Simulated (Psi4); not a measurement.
Input for Psi4:
```
memory 2 GB

molecule mol {
0 1
  Si    0.793635   -0.215555    0.717313
  H     1.842392   -0.415410   -0.312898
  Cl   -0.761958    0.201951   -0.572322
}

set basis 6-311g**
set reference rks
set scf_type pk
set puream true
set d_convergence 1e-8
set dft_radial_points 99
set dft_spherical_points 590

energy('wb97x-v')
print_variables()
```

Q: What does this run give for the total energy, number of basis functions, nuclear repulsion energy, dipole moment?

A: 
```
Property                         Result
-------------------------  ------------
total energy               -750.1714 Eh
number of basis functions            58
nuclear repulsion energy     69.3781 Eh
dipole moment                    1.47 D
```

Q: Roughly what does it cost on one core?

A: around 20 core-seconds (rough).
